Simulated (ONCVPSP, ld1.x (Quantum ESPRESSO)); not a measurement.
Hardness and transferability of assorted potentials

Generated with ld1.x 7.5 (TM, RRKJ, ultrasoft, PAW), atompaw 4.2 or ONCVPSP 4.0.1. The cutoff is in Ry: for ld1.x and atompaw files where the sum of valence levels is converged to 10 mRy in a Bessel basis, for ONCV files where the hardest occupied wave has 1 mHa per electron of residual kinetic energy. The error is the largest all-electron minus pseudo excitation energy over each file’s own four to seven test configurations (ionisations up to +4, promotions, holes and added fractions of an electron), all of which were solved. The labels leave out finer settings (local radius, basis sizes, second energies), which also bear on the numbers. Spin-polarised tests are not counted. The rows are a selection from randomly drawn settings: files with unsolved tests, undetermined cutoffs or missed reference levels are left out.

```csv
element,potential,cutoff (Ry),largest error (meV),bound ghosts
Li,"RRKJ, LDA (PZ), non-relativistic, rc 3.00/4.20/3.45 (spd), local p, core correction yes, reference 2s1 2p0",6,-3.5,none
Cl,"ONCV, PBEsol, scalar-relativistic, rc 1.35/1.20/1.15 (spd), local smoothed, core correction yes, reference 3s2 3p5, qcut 5.2/7.1/7.1, projectors 2/2/2",42,+15,none
Ar,"ONCV, LDA (Perdew-Wang 92), scalar-relativistic, rc 0.95/0.90 (sp), local p, core correction yes, reference 3s2 3p6, qcut 7.6/10.3, projectors 1/0",268,+105,none
Kr,"PAW, BP86, scalar-relativistic, rc 1.20/1.65 (sp), local smoothed, core correction yes, reference 4s2 4p6",30,-166,none
Ru,"ONCV, PBE, fully relativistic, rc 1.75/1.80/1.50 (spd), local smoothed, core correction yes, reference 4s2 4p6 4d7 5s0.75, qcut 8.7/8.9/5.5, projectors 2/3/2",181,-67,none
Re,"TM, Wu–Cohen, non-relativistic, rc 2.65/2.65/1.90 (spd), local s, core correction no, reference 5d5 6s2 6p0",35,-335,none
Os,"ONCV, PBE, scalar-relativistic, rc 1.85/2.00/2.10 (spd), local smoothed, core correction yes, reference 5s2 5p6 5d6 6s1.75, qcut 5.4/8.1/7.2, projectors 2/2/2",33,-37,none
```

Problem. Fill in the row for As: ONCV, PBEsol, scalar-relativistic, rc 1.70/1.85/2.00 (spd), local smoothed, core correction no, reference 4s1.75 4p3.25, qcut 4.5/5/4.2, projectors 1/2/1.

Solution. cutoff 20 Ry, largest error -27 meV, bound ghosts: none.
